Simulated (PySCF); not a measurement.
# Structure from NMR data

Molecular formula: C10H9P. Simulated spectra:

¹H NMR (500 MHz, computed): δ 9.47 (m, 1H), 8.69 (m, 1H), 8.23 (m, 1H), 8.01 (m, 1H), 8.00 (m, 1H), 7.81 (m, 1H), 2.80 (s, 3H).

¹³C{¹H} NMR (computed): δ 170.5 (CH), 158.3 (C), 143.4 (C), 140.4 (CH), 139.7 (C), 137.1 (CH), 136.8 (CH), 134.3 (CH), 128.9 (CH), 27.5 (CH3).

PySCF 2.14.0 with density-fitted response routines calculation with shieldings: GIAO PBE0/pcSseg-1 and structure optimised with GFN2-xTB; one computed conformer, equivalent nuclei averaged, non-relativistic Hamiltonian, no solvent model.

Referencing at the same level of theory: TMS for ¹H, ¹³C.

Q: Which candidate is it?
A. C#CP1Cc2ccccc2C1
B. Cc1cpc2ccccc2c1
C. Cc1pccc2ccccc12

A: B. 

1. 10 carbon signals for 10 carbons: no two carbons are equivalent.
2. Carbon types of the structure: 3 × C, 6 × CH, 1 × CH3, which accounts for all hydrogens.
3. δC 170.5, 140.4, 137.1, 136.8, 134.3, 128.9: aromatic CH.
4. δC 158.3, 139.7: ring-fusion aromatic carbon.
5. δC 143.4: substituted aromatic carbon.
6. δC 27.5: methyl carbon on an aromatic ring; saturated and bonded to C and H only.
7. δH 9.47, 8.69, 8.23, 8.01, 8.00, 7.81: hydrogen on an aromatic CH; the ring current deshields protons in the ring plane.

The others: Cc1pccc2ccccc12 has carbons computed at 183.8, 153.6, 140.8, 138.4, 138.0, 137.3, 132.8, 132.4, 127.2, 26.6; C#CP1Cc2ccccc2C1 would give 6 carbon signals, not 10.

Splittings by ³¹P in the carbon and heteronuclear signals aren't shown, as no couplings were computed. Shifts are as computed. Against solution values, carbons near 30 ppm lie about +3 ppm off and those near 130 ppm about +5 ppm. Of 1211 compounds with measured shifts, 218 miss one by over three times the rms of a fit or turn the order of signals round; such compounds aren't used in these exercises. Multiplicities follow the n + 1 count of equivalent neighbours, as no J values were calculated; m marks all less simple cases, F and P coupling included.
